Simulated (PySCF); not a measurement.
Precursor series Hf Cl-NH2. All species are isolated molecules in the gas phase. One relaxed conformer stands for each flexible species; it need not be the lowest.

Computed with TPSSh-D3(BJ)/def2-TZVP // PBE-D3(BJ)/def2-SVP in PySCF. All candidates: neutral, multiplicity 1. 

The LUMO is -2.68 eV, the HOMO–LUMO gap is 6.31 eV and the HOMO is -8.99 eV.

Question: Name which member has these values.
A) [Hf(Cl)4]
B) [Hf(Cl)3(NH2)]
C) [Hf(NH2)4]
D) [Hf(Cl)(NH2)3]

Answer: A, [Hf(Cl)4]. The others give [Hf(Cl)3(NH2)]: -2.18 eV, 5.37 eV, -7.55 eV; [Hf(NH2)4]: -0.09 eV, 5.79 eV, -5.89 eV; [Hf(Cl)(NH2)3]: -0.44 eV, 6.07 eV, -6.51 eV
